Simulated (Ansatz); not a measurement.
Reaction (hydrogenolysis of a C–C bond): `CC[Si]C` + H₂ → `C[Si]C` + CH₄

Isolated molecules relaxed with PBE0-D4/def2-TZVP in Ansatz; ΔE leaves out vibrations. CCSD(T)/CBS adds triple-zeta CCSD(T) − MP2 to the extrapolated MP2 energy (def2 sets, frozen cores). This one scheme is used for every species. DFT in def2-TZVPP. One conformer a species, not always the lowest.

Question: Is it downhill or uphill in electronic energy at CCSD(T)/CBS, and by how much? (Best estimate.)

Answer: Ansatz gave: Downhill: ΔE = -0.84 eV.

Question: What do these levels give: PBE-D4, r2SCANh-D4, MP2/def2-TZVPP, CCSD(T)/def2-TZVPP, MP2/def2-QZVPP, SCS-MP2/def2-QZVPP? (Best estimate.)

Answer: Computed: PBE-D4 -0.81, r2SCANh-D4 -0.87, MP2/def2-TZVPP -0.82, CCSD(T)/def2-TZVPP -0.85, MP2/def2-QZVPP -0.81, SCS-MP2/def2-QZVPP -0.84 eV.

Question: What do rigid-rotor, harmonic-oscillator terms from PBE0-D4/def2-TZVP frequencies (298.15 K, 1 bar) make of the CCSD(T)/CBS value? (Best estimate.)

Answer: Computed: ΔZPE = +0.15 eV, ΔH = -0.70 eV, ΔS = 17 J/(mol·K), ΔG = -0.75 eV.

Largest T1 diagnostic among the species: 0.012.

In def2-TZVPP, CCSD(T) changes the Hartree–Fock value by +0.21 eV (the triples alone add +0.04 eV) and MP2 by +0.25 eV. The D4 term adds +0.10 eV with B3LYP and +0.06 eV with PBE0; it sums over pairs of atoms, weighted by their polarisabilities, and B3LYP, whose exchange is more repulsive, gets the larger term.

B3LYP here is the variant with VWN-RPA as its local correlation; programs differ in this.
